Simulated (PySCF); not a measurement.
Input of a run (PBE0-D3(BJ)/def2-SVP geometry optimisation, gas phase (PySCF 2.14.0)), started from GFN2-xTB:
```
{"job": {"xc": "PBE0", "basis": "def2-SVP", "d3": "d3bj", "grid": 1, "shake": 0.01, "kind": "geom"}, "charge": 0, "multiplicity": 1}
P      2.551760     0.758110    -0.753010
Si     0.847720    -0.442460     0.031080
O     -0.388560    -0.583220    -1.058300
C     -1.518300    -0.011070    -0.571190
C     -1.346630     0.330030     0.906180
O      0.026090     0.443300     1.142790
H      3.365920     0.530690     0.323200
H      3.074450    -0.252410    -1.501650
H      1.125500    -1.776580     0.571020
H     -2.368540    -0.732590    -0.684800
H     -1.777390     0.880970    -1.146290
H     -1.808120     1.286000     1.189720
H     -1.778080    -0.447660     1.540930
```

Output (energies in Eh, forces in Eh/bohr):
```
step   0  E = -860.90133377  max force = 0.050324
step   1  E = -860.91091855  max force = 0.012963
step   2  E = -860.91166667  max force = 0.002668
step   3  E = -860.91184578  max force = 0.001146
step   4  E = -860.91205470  max force = 0.002874
step   5  E = -860.91217329  max force = 0.003049
step   6  E = -860.91223740  max force = 0.001512
step   7  E = -860.91226514  max force = 0.000449
step   8  E = -860.91227718  max force = 0.000592
step   9  E = -860.91228515  max force = 0.000751
step  10  E = -860.91229291  max force = 0.000719
step  11  E = -860.91229955  max force = 0.000637
step  12  E = -860.91230299  max force = 0.000821
step  13  E = -860.91231452  max force = 0.000849
step  14  E = -860.91232592  max force = 0.000694
step  15  E = -860.91233143  max force = 0.000451
step  16  E = -860.91234579  max force = 0.000917
step  17  E = -860.91235964  max force = 0.001343
step  18  E = -860.91237430  max force = 0.001083
step  19  E = -860.91237915  max force = 0.000414
optimisation converged
```

Problem. Summarise the run.

Solution. The energy falls by 29.0 kJ/mol over 20 energy and gradient evaluations, the largest force component goes from 0.0503 to 4.1e-04 Eh/bohr, and the atoms move by 0.214 Å rms after alignment. The bond that changes most is P1–H8 (three-coordinate phosphorus to P–H hydrogen), which lengthens by 0.068 Å. Bonds longer at the end by more than 0.005 Å: 11 of 13; shorter: 1. Among the angles that change most is P1–Si2–H9, from 118.4° to 113.9°. Among the dihedrals that turn most is H9–Si2–O3–C4, from 110° to 134°. The energy never rose by more than 1e-6 Eh on the way. The first step brought 87 % of the lowering.

Problem. What are the final bond lengths?

Solution. P1–Si2 2.250 Å, Si2–O3 1.676 Å, O3–C4 1.417 Å, C4–C5 1.534 Å, C5–O6 1.417 Å, Si2–O6 1.677 Å, P1–H7 1.431 Å, P1–H8 1.430 Å, Si2–H9 1.489 Å, C4–H10 1.101 Å, C4–H11 1.106 Å, C5–H12 1.101 Å, C5–H13 1.106 Å. Numbering counts from 1 in the input's order; the species is `P[SiH]1OCCO1`.

The run used 127 basis functions and 122 SCF cycles in all.

Whether it is a minimum is left open (no frequencies). One conformer, not necessarily the lowest.
